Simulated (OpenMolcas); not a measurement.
Cr4+ with 6 ligands (water) in octahedral coordination (Th) at 1.91 Å. Ligand basis ANO-RCC-VDZP.

```json
{
  "Program": "OpenMolcas",
  "Method": "CASSCF",
  "Basis": "ANO-RCC-VTZP [6s5p3d2f1g]",
  "Scalar Hamiltonian": "DKH2, point nucleus",
  "Active space": "2 electrons in 5 orbitals (3d)",
  "State averaging": "2S+1 = 3 even, 10 roots; 2S+1 = 1 even, 15 roots",
  "Spin-orbit coupling": "RASSI with atomic mean-field integrals over the reference wave functions"
}
```

Task: What is the spin-free ground state (labels of O, taken over from Oh, the nearest higher group)?

Result: 3T1, 3-fold in its orbital part; it has the highest spin that d2 allows.

Task: Where is the first state of the same spin?

Result: 3T2 at 18700 cm-1 above the ground state.

Task: What are the lowest two levels with spin-orbit coupling?

Result: A 2-fold level E, then a 3-fold level T2 7.0 cm-1 above it. Their leading multiplicities are 3 (100 %) and 3 (100 %).

Task: What is χT at 300 K, and how does it compare with the textbook value?

Result: The lowest level has 2S+1 = 3, for which the spin-only value is χT = S(S+1) / 2 = 1.000 cm3 K/mol (g = 2). The computed 0.736 at 300 K differs by -0.264, through orbital momentum, spin-orbit coupling and any other state in reach. With a threefold ground state the orbital momentum is unquenched, so the spin-only value is not expected to hold.

Task: Which ligand-field parameters describe the states?

Result: A least-squares ligand-field fit to the states below 45000 cm-1, each weighted by its degeneracy and with a free common offset, gives 10Dq = 20038 cm-1, B = 1026 cm-1 and C = 3880 cm-1 (C/B = 3.78), with an rms deviation of 388 cm-1. 

An orbital triplet at a regular site is open to Jahn-Teller coupling, which can distort the site and quench the lowest spin-orbit gaps and is left out. Without dynamic correlation the repulsion within the d shell is too large (B by tens of per cent), so at a given field states of lower spin stand too high. The least metal-like active orbital is 82 % on the metal (Löwdin) and no ligand orbital is active, so the numbers are rough. Ligand-to-metal charge-transfer states are missing. With no ligand orbital active B as a rule stays too high, so bands that hang on it stand too high and its fall with covalency is understated. With metal d orbitals alone the field can be off either way by tens of per cent. No measured value stands beside these numbers; the geometry was imposed, not optimised, and the real ion may take another.
